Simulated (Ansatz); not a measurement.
Species: CrH, net charge 0, sextet state. The spin state was set by rule; other spins were not relaxed. 
Geometry from a B3LYP-D3(BJ)/def2-TZVP (Ansatz, a program for electronic structure) optimisation:
```
Cr
H 1 1.6625
```
Charge 0, spin multiplicity 6.

Total electronic energies in hartree. Valence correlation only, unless marked. UHF or UKS for open shells. No spin-orbit coupling. The frozen core is the preceding noble-gas configuration, with the filled d and f shells of earlier blocks. No relativistic terms. Basis-set limits of correlation are two-point, X^-3; Hartree-Fock from the larger set. The bracket is a focal-point correction in the basis named.

The T1 diagnostic of CCSD in the largest basis is 0.148, which is high, so the coupled-cluster rows are less sure than usual.

```json
[
 {"level": "PBE/def2-TZVPD", "program": "Ansatz", "energy (Eh)": "-1044.78087"},
 {"level": "BLYP-D4/def2-TZVPD", "program": "Ansatz + dftd4", "energy (Eh)": "-1045.05369"},
 {"level": "revPBE/def2-TZVPD", "program": "Ansatz", "energy (Eh)": "-1044.92036"},
 {"level": "r2SCAN-D3(BJ)/def2-TZVPD", "program": "Ansatz + dftd3", "energy (Eh)": "-1044.99369"},
 {"level": "PBE0-D3(BJ)/def2-TZVP", "program": "Ansatz + dftd3", "energy (Eh)": "-1044.80353"},
 {"level": "PBE0-D4/def2-TZVPD", "program": "Ansatz + dftd4", "energy (Eh)": "-1044.80410"},
 {"level": "PBE0/def2-TZVPD", "program": "Ansatz", "energy (Eh)": "-1044.80357"},
 {"level": "CAM-B3LYP/def2-TZVPD", "program": "Ansatz", "energy (Eh)": "-1045.05736"},
 {"level": "B2GP-PLYP-D3(BJ)/def2-TZVPD", "program": "Ansatz + dftd3", "energy (Eh)": "-1044.62905"},
 {"level": "B2GP-PLYP-D4/def2-TZVPD", "program": "Ansatz + dftd4", "energy (Eh)": "-1044.62889"},
 {"level": "MP2/STO-3G", "program": "Ansatz", "energy (Eh)": "-1032.87864"},
 {"level": "MP2/def2-SVP", "program": "Ansatz", "energy (Eh)": "-1043.81258"},
 {"level": "MP2/def2-QZVPPD", "program": "Ansatz", "energy (Eh)": "-1044.00933"},
 {"level": "RI-MP2/def2-QZVPPD", "program": "Ansatz", "energy (Eh)": "-1044.00930"},
 {"level": "SCS-MP2/6-31G", "program": "Ansatz", "energy (Eh)": "-1043.78696"},
 {"level": "SCS-MP2/def2-QZVPP", "program": "Ansatz", "energy (Eh)": "-1043.96673"},
 {"level": "CCSD/6-31G*", "program": "Ansatz", "energy (Eh)": "-1043.83930"},
 {"level": "CCSD/CBS(def2-TZVPPD,def2-QZVPPD)", "program": "Ansatz", "energy (Eh)": "-1044.0436"},
 {"level": "CCSD(T)/STO-3G", "program": "Ansatz", "energy (Eh)": "-1032.88779"},
 {"level": "CCSD(T)/def2-TZVPP", "program": "Ansatz", "energy (Eh)": "-1044.01194"},
 {"level": "CCSD(T)/def2-TZVPPD", "program": "Ansatz", "energy (Eh)": "-1044.01248"},
 {"level": "RI-MP2/CBS(def2-TZVPP,def2-QZVPP)+[CCSD(T)-MP2]/def2-TZVPP", "program": "Ansatz", "energy (Eh)": "-1044.0479"},
 {"level": "CCSD(T)/CBS(def2-TZVPPD,def2-QZVPPD)", "program": "Ansatz", "energy (Eh)": "-1044.0488"}
]
```

Totals of different functionals don't rank their quality; only differences between species are comparable.
